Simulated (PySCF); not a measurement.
**Ga+: excitation energy**

Ga+ [Ar] 3d10 4s2 (1S) → Ga+ [Ar] 3d9 4s2 4p1 (high-spin determinant), as a difference of total energies. Computed with PySCF 2.14 in ANO-RCC-VTZP (6s5p3d1f, 43 functions), with scalar relativity by spin-free X2C-1e. Correlated levels: valence and next inner shell: [Ne] frozen. The calculations carry no spin-orbit coupling.

| method | excitation energy (cm⁻¹) |
| --- | --- |
| UHF | 154120 |
| MP2 (valence and next inner shell) | 173850 |
| SCS-MP2 (valence and next inner shell) | 171160 |
| CCSD (valence and next inner shell) | 166800 |
| CCSD(T) (valence and next inner shell) | 166240 |

The upper state lies above the first ionisation limit, where it may autoionise and the basis confines it.

The basis was made for the ground configuration and has no added diffuse functions, so the excitation energy can come out too high.

The determinant of the upper state mixes LS terms, which raises its energy above the lowest term, most at the Hartree-Fock and MP2 levels.
